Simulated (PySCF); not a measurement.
A structure optimised at PBE-D3(BJ)/def2-SVP, used in a PySCF frequency run:

```xyz
16

C      2.5456    -0.4399     0.1583
C      1.4467     0.3507    -0.5563
N      0.1659    -0.3340    -0.5734
B     -1.0203     0.0730     0.0878
C     -2.3484    -0.8002     0.0133
O     -0.9653     1.2677     0.7960
H      2.7140    -1.4254    -0.3260
H      2.2714    -0.6279     1.2161
H      3.5100     0.1085     0.1406
H      1.2934     1.3258    -0.0528
H      1.7764     0.5825    -1.5963
H      0.1611    -1.2177    -1.0846
H     -3.1884    -0.2174    -0.4236
H     -2.6799    -1.1123     1.0276
H     -2.2395    -1.7219    -0.5933
H     -1.8196     1.4729     1.2081
```
Charge 0, spin multiplicity 1.

Question: Write its SMILES and formula.

Answer: CCNB(C)O, C₃H₁₀BNO

Question: What are its rotational constants (standard atomic weights)?

Answer: 6.6379, 1.8678, 1.6127 GHz
